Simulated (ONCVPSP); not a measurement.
**What one change does to a pseudopotential (mercury, ONCV)**

```
Element                 : mercury
Generator               : ONCVPSP 4.0.1
Type                    : optimised norm-conserving Vanderbilt (ONCV)
Functional              : Wu-Cohen
Relativity              : scalar-relativistic
Frozen core             : [Xe] 4f14
Valence charge          : 12
Reference configuration : 5d10 6s1 6p1
Partial waves           : 6s: rc 1.75 bohr, ncon 3, nbas 7, qcut 3.2 1/bohr, 2 projectors, debl 0.4 Ha; 6p: rc 2.80 bohr, ncon 4, nbas 8, qcut 3.1 1/bohr, 2 projectors, debl 3.5 Ha; 5d: rc 1.50 bohr, ncon 4, nbas 7, qcut 6.4 1/bohr, 2 projectors, debl 1.5 Ha
Local potential         : polynomial inside 1.15 bohr (lpopt 4, dvloc0 -1 Ha)
Core correction         : polynomial model core, fcfact 0.65
```

Change: s: rc 2.48.

Cutoffs: the cutoffs (Ha) at which the residual kinetic energy of the hardest occupied pseudo-wave falls to 1 and 0.1 mHa per electron; they do not see the model core or the augmentation charge, which bear on the density cutoff. Errors are all-electron minus pseudo energies relative to the spin-unpolarised reference configuration.

Task: What does the change do?

Result: The potential gets neither clearly harder nor softer (21 Ha and 56 Ha → 21 Ha and 56 Ha); both files keep a bound ghost (s); of the 4 tests that both files solve, the error grows in 2 and shrinks in 0 by more than 15 % and 0.3 meV (median size 5.3 → 5.9 meV).

```tsv
quantity	base	changed
cutoff, loose	21 Ha	21 Ha
cutoff, tight	56 Ha	56 Ha
loose cutoff by channel	s 8.7 Ha, p 3.3 Ha, d 21 Ha	s 4.3 Ha, p 3.3 Ha, d 21 Ha
bound ghosts	s	s
GHOST(+) flags under 300 eV	p at 24.1 eV, s at 210.5 eV	p at 24.1 eV
error for 5d10 6s2 6p0, meV [ΔE -6.17 eV]	+0.2	-3.5
error for 5d10 6s1 6p0, meV [ΔE 4.58 eV]	-5.3	-5.6
error for 5d10 6s0 6p0, meV [ΔE 23.60 eV]	-39	-36
error for 5d10 6s0 6p2, meV [ΔE 6.62 eV]	-5.3	-6.1
p: phases at 2.85 bohr within 0.05 rad from the reference energy up to (Ha; the scan ends near 5)	0.8	0.8
d: phases at 1.52 bohr within 0.05 rad from the reference energy up to (Ha; the scan ends near 5)	to the end of the scan	to the end of the scan
rms error of d²Exc/dni dnj with the model core, mHa	0.34	0.36
```

 A true bound ghost makes a file unfit for plane-wave use even where its test errors are small: the radial tests pick states by their node count and pass the ghost by.
